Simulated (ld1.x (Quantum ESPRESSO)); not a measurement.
## phosphorus (P): one change to an ultrasoft potential, before and after

ld1.x (Quantum ESPRESSO) 7.5 input, shortened:

```
&input
   title='P', zed=15., rel=0, dft='PBE', iswitch=3,
   config='[Ne] 3s2 3p3'
 /
 &inputp
   pseudotype=3, tm=.true., lloc=-1, rcloc=1.50,
   nlcc=.false.,
   which_augfun='PSQ', rmatch_augfun_nc=.true.
 /
4
3S  1  0   2.00   0.00  1.20  1.45  0.0
3S  1  0   0.00   2.10  1.20  1.45  0.0
3P  2  1   3.00   0.00  1.35  1.75  0.0
3P  2  1   0.00   0.05  1.35  1.75  0.0
 &test
   configts(1)='3s2 3p3'
 /
```

All-electron outer shells of the reference configuration (PBE, non-relativistic, ld1.x):

```json
{"shell": "2p", "level (eV)": "-124.51", "outermost node (bohr)": "–", "outermost maximum (bohr)": "0.36"}
{"shell": "3s", "level (eV)": "-13.90", "outermost node (bohr)": "0.66", "outermost maximum (bohr)": "1.58"}
{"shell": "3p", "level (eV)": "-5.52", "outermost node (bohr)": "0.64", "outermost maximum (bohr)": "1.83"}
```

Change: local potential all-electron potential smoothed inside 0.68 bohr (lloc = -1).

Cutoffs: the cutoffs (Ry, on a coarse ladder) from which the occupation-weighted sum of valence levels, in a spherical-Bessel basis at the reference potential, stays within 10 and 1 mRy of its value at 400 Ry; they do not see the model core or the augmentation charge, which bear on the density cutoff. Errors are all-electron minus pseudo energies relative to the spin-unpolarised reference configuration.

Problem. Predict the effect on cutoff, ghosts and configuration errors.

Solution. The potential gets neither clearly harder nor softer (18 Ry and 25 Ry → 18 Ry and 25 Ry); a bound ghost appears in s, which as a rule spoils a file; of the 7 tests that both files solve, the error grows in 1 and shrinks in 0 by more than 15 % and 0.3 meV (median size 4.5 → 4.7 meV). A state that the projectors do not describe sees the local part alone, so a deeper or shallower local part can create or remove a ghost.

```csv
quantity,base,changed
"cutoff, loose",18 Ry,18 Ry
"cutoff, tight",25 Ry,25 Ry
loose cutoff by channel (10 mRy a level),"s 15 Ry, p 10 Ry","s 12 Ry, p 10 Ry"
bound ghosts,none,s
"error for 3s2 3p2, meV [ΔE 9.74 eV]",-0.7,-0.7
"error for 3s2 3p1, meV [ΔE 28.90 eV]",-2.9,-3.2
"error for 3s2 3p0, meV [ΔE 58.65 eV]",-4.5,-6.2
"error for 3s1 3p0, meV [ΔE 110.53 eV]",+73,+71
"error for 3s1 3p4, meV [ΔE 8.45 eV]",+4.7,+4.7
"error for 3s2 3p3.3, meV [ΔE -1.31 eV]",0.0,0.0
"error for 3s0 3p5, meV [ΔE 17.02 eV]",+29,+29
s: phases at 1.89 bohr within 0.05 rad from the reference energy up to (Ry; the scan ends near 5),to the end of the scan,to the end of the scan
p: phases at 1.89 bohr within 0.05 rad from the reference energy up to (Ry; the scan ends near 5),to the end of the scan,to the end of the scan
lowest overlap eigenvalue by channel,"s 0.49, p 0.78","s 0.40, p 0.65"
```

 A true bound ghost makes a file unfit for plane-wave use even where its test errors are small: the radial tests pick states by their node count and pass the ghost by.
